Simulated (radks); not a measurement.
Q: All-electron atom: Os31+ in [Kr] 4d9. Method: Dirac Kohn-Sham, relativistic LDA (MacDonald-Vosko exchange, VWN5 correlation), spin-unpolarised, spherical densities, finite nucleus; open shells fill j = l - 1/2 first; Fermi nuclear charge, rms radius 5.4126 fm; computed with a radial shooting solver on a logarithmic mesh with Libxc functionals. Some entries of the table are withheld. Estimate them.

| orbital | occ. | eigenvalue (eV) | <r^2> (bohr^2) | r(max) (bohr) |
|---|---|---|---|---|
| 1s1/2 | 2 | -74364.16 | 0.0004375 | 0.01109 |
| 2s1/2 | 2 | -13914.04 | 0.006641 | (1) |
| 2p1/2 | 2 | -13382.17 | 0.004721 | 0.04729 |
| 2p3/2 | 4 | -11872.26 | 0.005915 | 0.05431 |
| 3s1/2 | 2 | -4124.816 | 0.04280 | 0.1795 |
| 3p1/2 | 2 | -3886.467 | 0.03910 | 0.1677 |
| 3p3/2 | 4 | -3553.430 | 0.04537 | 0.1819 |
| 3d3/2 | 4 | -3152.549 | 0.03492 | 0.1421 |
| 3d5/2 | 6 | -3080.106 | 0.03662 | 0.1460 |
| 4s1/2 | 2 | -1672.601 | 0.1852 | 0.3927 |
| 4p1/2 | 2 | -1570.530 | 0.1851 | 0.3892 |
| 4p3/2 | 4 | -1475.147 | 0.2079 | 0.4143 |
| 4d3/2 | 4 | -1307.450 | 0.2039 | (2) |
| 4d5/2 | 5 | -1287.637 | 0.2105 | (3) |

A: 
(1) 2s1/2 r(max) (bohr): 0.06389
(2) 4d3/2 r(max) (bohr): 0.4005
(3) 4d5/2 r(max) (bohr): 0.4076
